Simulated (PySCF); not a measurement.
Problem. Give a HF/def2-SV(P) geometry of `N/C=C(Cl)\C=C\C=O`.

Solution. 
Z-matrix in Å and degrees, rows numbered from 1:
```
N 
C   1  1.3668
C   2  1.3420  1  128.13
Cl  3  1.7521  2  117.44  1  -177.93
C   3  1.4544  2  125.05  1     1.42
C   5  1.3348  3  127.87  2   179.41
C   6  1.4723  5  120.54  3   179.88
O   7  1.1855  6  124.59  5   179.91
H   1  0.9991  2  119.89  3   -17.18
H   1  0.9993  2  116.89  3  -162.37
H   2  1.0814  1  113.95  3  -177.60
H   5  1.0858  3  114.95  2    -1.00
H   6  1.0815  5  122.44  3    -0.06
H   7  1.1053  6  115.05  5    -0.19
```

The 8 heavy atoms lie in one plane (0.008 Å rms). N1 (enamine nitrogen) has angles 119.9°, 116.9° and 114.2°, sum 351.0°, 0.19 Å off the plane of its three neighbours. The C–C distances run from 1.335 Å (C5=C6, drawn double) to 1.472 Å (C6–C7, drawn single), a spread of 0.137 Å. Of the pairs four or more bonds apart, H9···H12 is among the closest relative to their van der Waals radii: 2.15 Å, 90 % of the sum of Bondi's values.

The calculation used HF/def2-SV(P) geometry optimisation, gas phase in PySCF.

Point group: near Cs, missed by 0.28 Å at most; the miss may be what the optimiser left on a soft mode. No frequency check. One conformer, not necessarily the lowest (C2–C3–C5–C6 179°, C5–C6–C7–O8 180°).
